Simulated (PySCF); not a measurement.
# Diatomic cations of Si with the halogens

HF with triple-zeta basis sets in PySCF, for the lowest determinant that a PBE0 search found; no spin–orbit coupling. De refers to high-spin ground-configuration atoms (the charge goes to the atom of lower measured ionisation energy or higher electron affinity, which is not always the lowest computed limit). A positive dipole points towards Si; it is taken about the centre of mass and depends on that origin.

```
 M        basis  reference  charged atom  state (unpaired electrons)  Re (Å)  ωe (cm⁻¹)  De (eV)  μ (D)
 F  def2-TZVPPD        RHF           Si+      singlet (closed shell)   1.512       1111     4.91   3.50
Cl  def2-TZVPPD        RHF           Si+      singlet (closed shell)   1.945        697     3.71   3.57
Br  def2-TZVPPD        RHF           Si+      singlet (closed shell)   2.103        549     3.20   5.06
 I  def2-TZVPPD        RHF           Si+      singlet (closed shell)   2.314        465     2.66   5.32
```

The shortest bond is that of SiF⁺ (1.512 Å), the longest that of SiI⁺ (2.314 Å). SiF⁺ is bound most strongly (4.91 eV) and SiI⁺ least (2.66 eV).

Down a group the atoms grow and get heavier, so bonds lengthen and wavenumbers fall; this series shows no clear exception.

These are scalar-relativistic numbers at best; spin–orbit coupling would shift them, the dissociation energy most. For an ion De counts to the pair picked by the measured ionisation energies or electron affinities, which need not be the lowest pair at this level. Where the molecule has an RHF reference, its open-shell atoms are computed with UHF. Hartree–Fock leaves out correlation, which carries a large part of most bond energies and some tenths to 1 eV of ionisation energies.
